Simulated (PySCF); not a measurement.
# Electron correlation in Ar²⁺ (argon, charge +2)

[Ne] 3s2 3p3 3d1, high-spin 5D determinant (an excited configuration). All numbers are calculated (PySCF 2.14, the spin-free X2C one-electron Hamiltonian (Gaussian nucleus), in x2c-TZVPPall with one added diffuse shell each of s, p, d type (6s6p4d1f, 51 functions)). Frozen: 1s2; 14 electrons correlated.

| level | correlation energy (mhartree) |
| --- | --- |
| CCSD | -292.32 |
| (T) | -4.01 |
| CCSD(T) | -296.33 |

Diagnostics: T1 = 0.0024, D1 = 0.0079, largest double amplitude 0.052.

The outer electron is Rydberg-like, and this basis confines it to a smaller radius and binds it less than a complete one would.

Cost of the coupled-cluster step: about 4 core-seconds, for 14 correlated electrons.

Iterations:

```
CC2 = 0
CCSD nocc = (np.int64(9), np.int64(5)), nmo = (50, 50)
frozen orbitals [[0], [0]]
max_cycle = 100
direct = 0
conv_tol = 1e-08
conv_tol_normt = 1e-06
diis_space = 8
diis_start_cycle = 0
Init t2, MP2 energy = -0.272750328935078
Init E_corr(UCCSD) = -0.272750328939662
cycle = 1  E_corr(UCCSD) = -0.287603230882409  dE = -0.0148529019  norm(t1,t2) = 0.0330991
cycle = 2  E_corr(UCCSD) = -0.291003611988453  dE = -0.00340038111  norm(t1,t2) = 0.0102592
cycle = 3  E_corr(UCCSD) = -0.292348072835629  dE = -0.00134446085  norm(t1,t2) = 0.00383972
cycle = 4  E_corr(UCCSD) = -0.292315293572554  dE = 3.27792631e-05  norm(t1,t2) = 0.000504227
cycle = 5  E_corr(UCCSD) = -0.292314722661553  dE = 5.70911001e-07  norm(t1,t2) = 8.77218e-05
cycle = 6  E_corr(UCCSD) = -0.292316648222995  dE = -1.92556144e-06  norm(t1,t2) = 2.22588e-05
cycle = 7  E_corr(UCCSD) = -0.292316291817841  dE = 3.56405155e-07  norm(t1,t2) = 4.48819e-06
cycle = 8  E_corr(UCCSD) = -0.292316310016209  dE = -1.81983683e-08  norm(t1,t2) = 6.9814e-07
cycle = 9  E_corr(UCCSD) = -0.29231631033785  dE = -3.21641436e-10  norm(t1,t2) = 1.45653e-07
UCCSD converged
E(UCCSD) = -526.7698344205567  E_corr = -0.2923163103378502
UCCSD(T) correction = -0.00401382228288758
```

This basis was not built for core-valence correlation, so the inner-shell part is incomplete.
